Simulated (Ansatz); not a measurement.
```yaml
atoms:
  - { symbol: H, position_ang: [1.4947, -0.0083, -0.0017] }
  - { symbol: H, position_ang: [1.1420, 0.9666, 0.0067] }
  - { symbol: H, position_ang: [0.2552, 1.4852, -0.0028] }
  - { symbol: H, position_ang: [-0.7524, 1.2946, 0.0086] }
  - { symbol: H, position_ang: [-1.4087, 0.5035, -0.0030] }
  - { symbol: H, position_ang: [-1.4139, -0.5072, 0.0069] }
  - { symbol: H, position_ang: [-0.7510, -1.2892, 0.0015] }
  - { symbol: H, position_ang: [0.2634, -1.4677, 0.0008] }
  - { symbol: H, position_ang: [1.1437, -0.9722, 0.0026] }
```

Basis set: def2-SVP (spherical functions). All electrons are correlated. Charge 0, multiplicity 2.

Computed with Ansatz (development build ahead of 0.2.0); each method stands on the lowest determinant of its kind that the runs found.

(1) Give the atomization energy at this shape (free ground-state atoms in the same class of orbitals less the molecule, no zero-point energy) of doublet H9 by UHF-MP2, UHF.

Answers

(1)

```tsv
method	atomization energy
UHF-MP2	279.64 kcal/mol
UHF	182.78 kcal/mol
```

Caution for UHF-MP2: bonds are stretched, where a single reference can fail.
